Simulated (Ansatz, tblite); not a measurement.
Isomers of Te6As4 (singlet), found by a short tight-binding search and relaxed with r2SCAN-D4/def2-SVP in Ansatz.

In the def2 sets Te takes a core potential; there is no spin–orbit coupling. The xTB rows come from tblite.

Other spin states weren't relaxed.

A:

Cartesian coordinates in Å:
```
As 2.1634 -1.4181 0.6789
As 0.0353 1.3517 -0.1152
As -1.9545 -0.1331 -2.6250
As -1.2863 -0.7576 2.4607
Te -0.6033 -1.2849 -0.3804
Te 0.2219 -1.4068 -3.2150
Te -1.1532 2.3034 -2.3087
Te 2.6506 1.0727 0.3021
Te -1.1661 1.8500 2.1276
Te 1.0923 -1.5772 3.0750
```

B:

```tsv
atom	x (Å)	y (Å)	z (Å)
As1	1.3329	-1.8150	1.8436
As2	0.6196	2.8422	0.0880
As3	-2.5358	-0.1426	0.6522
As4	0.8747	-0.5700	-1.8678
Te5	-1.2280	-1.5573	2.4008
Te6	0.8949	2.3484	-2.3750
Te7	1.7117	-2.9822	-0.3656
Te8	-1.8257	2.3451	0.9299
Te9	1.8591	0.4289	0.3823
Te10	-1.7034	-0.8974	-1.6884
```

Q: Estimate which lies lowest at each level, and how far above it the others are (eV).

A: 
```json
{"level": "GFN1-xTB", "A": "1.68", "B": "0.00"}
{"level": "GFN2-xTB", "A": "0.88", "B": "0.00"}
{"level": "PBE-D4/def2-SVP", "A": "0.67", "B": "0.00"}
{"level": "r2SCAN-D4/def2-SVP", "A": "0.77", "B": "0.00"}
{"level": "PBE0-D4/def2-SVP", "A": "0.84", "B": "0.00"}
```
Point groups (tolerance 0.1 Å): A not assigned, B Cs. Lower isomers may exist.
